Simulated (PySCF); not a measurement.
Compound: C₁₀H₁₁N.
SMILES with atom numbers: `[CH2:1]=[C:2]([CH3:3])/[CH:4]=[CH:5]\[c:6]1[cH:7][cH:8][cH:9][cH:10][n:11]1` (hydrogens: H12, H13 on C1; H14, H15, H16 on C3; H17 on C4; H18 on C5; H19 on C7; H20 on C8; H21 on C9; H22 on C10)

The same species was optimised twice, with GFN2-xTB and with PBE0-D3(BJ)/def2-SVP (PySCF), and the same property calculations (PySCF, gas phase) were run on both structures.

| coordinate | GFN2-xTB | PBE0-D3(BJ)/def2-SVP | change |
| --- | --- | --- | --- |
| C1=C2 (Å) | 1.334 | 1.347 | +0.013 |
| C4=C5 (Å) | 1.336 | 1.348 | +0.012 |
| C2–C4 (Å) | 1.458 | 1.468 | +0.010 |
| C9–C10 (Å) | 1.387 | 1.396 | +0.009 |
| C6–N11 (Å) | 1.331 | 1.340 | +0.009 |
| C7–C8 (Å) | 1.382 | 1.390 | +0.008 |
| C10–N11 (Å) | 1.319 | 1.327 | +0.008 |
| C5–C6 (Å) | 1.465 | 1.472 | +0.007 |
| C6–C7 (Å) | 1.398 | 1.404 | +0.006 |
| C8–C9 (Å) | 1.387 | 1.392 | +0.005 |
| C2–C3 (Å) | 1.503 | 1.504 | +0.001 |
| C2–C4–C5 (°) | 128.6 | 131.0 | +2.4 |
| C4–C5–C6 (°) | 127.6 | 129.6 | +2.0 |
| C1–C2–C4 (°) | 119.5 | 118.1 | -1.4 |
| C3–C2–C4 (°) | 119.7 | 121.1 | +1.4 |
| C5–C6–C7 (°) | 121.0 | 121.7 | +0.7 |
| C5–C6–N11 (°) | 116.9 | 116.3 | -0.6 |
| C6–C7–C8 (°) | 118.8 | 119.0 | +0.2 |
| C6–N11–C10 (°) | 118.7 | 118.6 | -0.1 |
| C1–C2–C4–C5 (°) | -160 | -167 | -7 |
| C4–C5–C6–C7 (°) | 52 | 47 | -5 |

Rotational constants: A = 2548, B = 698.8, C = 630.5 MHz (GFN2-xTB) against A = 2595, B = 664.4, C = 591.9 MHz (PBE0-D3(BJ)/def2-SVP). Point groups within 0.08 Å: C1 and C1.

On the GFN2-xTB structure: HOMO (eV) -6.57 [PBE0/pcSseg-1]; LUMO (eV) -1.41 [PBE0/pcSseg-1]; dipole (D) 2.16 [PBE0/pcSseg-1]; GIAO shielding of C1 (ppm) 59.5 [PBE0/pcSseg-1]; GIAO shielding of C2 (ppm) 35.9 [PBE0/pcSseg-1]; GIAO shielding of C3 (ppm) 161.3 [PBE0/pcSseg-1]; GIAO shielding of C4 (ppm) 43.6 [PBE0/pcSseg-1]; GIAO shielding of C5 (ppm) 46.7 [PBE0/pcSseg-1]; GIAO shielding of C6 (ppm) 21.4 [PBE0/pcSseg-1]; GIAO shielding of C7 (ppm) 54.3 [PBE0/pcSseg-1]; GIAO shielding of C8 (ppm) 45.7 [PBE0/pcSseg-1].

What do these properties become on the PBE0-D3(BJ)/def2-SVP structure?

| property | level | on GFN2-xTB | on PBE0-D3(BJ)/def2-SVP | change |
| --- | --- | --- | --- | --- |
| HOMO (eV) | PBE0/pcSseg-1 | -6.57 | -6.53 | +0.04 |
| LUMO (eV) | PBE0/pcSseg-1 | -1.41 | -1.50 | -0.09 |
| dipole (D) | PBE0/pcSseg-1 | 2.16 | 2.17 | +0.01 |
| energy, GFN2-xTB geometry as zero (kcal/mol) | PBE0/pcSseg-1 | 0.0 | -1.1 | -1.1 |
| GIAO shielding of C1 (ppm) | PBE0/pcSseg-1 | 59.5 | 53.6 | -5.9 |
| GIAO shielding of C2 (ppm) | PBE0/pcSseg-1 | 35.9 | 33.7 | -2.2 |
| GIAO shielding of C3 (ppm) | PBE0/pcSseg-1 | 161.3 | 160.2 | -1.1 |
| GIAO shielding of C4 (ppm) | PBE0/pcSseg-1 | 43.6 | 41.6 | -2.0 |
| GIAO shielding of C5 (ppm) | PBE0/pcSseg-1 | 46.7 | 44.8 | -1.9 |
| GIAO shielding of C6 (ppm) | PBE0/pcSseg-1 | 21.4 | 21.2 | -0.2 |
| GIAO shielding of C7 (ppm) | PBE0/pcSseg-1 | 54.3 | 52.8 | -1.5 |
| GIAO shielding of C8 (ppm) | PBE0/pcSseg-1 | 45.7 | 44.3 | -1.4 |

The heavy atoms differ by 0.115 Å rms after alignment. Among bonds between heavy atoms C1=C2 and C4=C5 change most and about equally (+0.012 to +0.013 Å). Changes are differences of the printed values. Neither structure is proved a minimum here.

The values belong to the conformer `[CH2:1]=[C:2]([CH3:3])/[CH:4]=[CH:5]\[c:6]1[cH:7][cH:8][cH:9][cH:10][n:11]1`: C1–C2–C4–C5 -167°, C4–C5–C6–C7 47°.
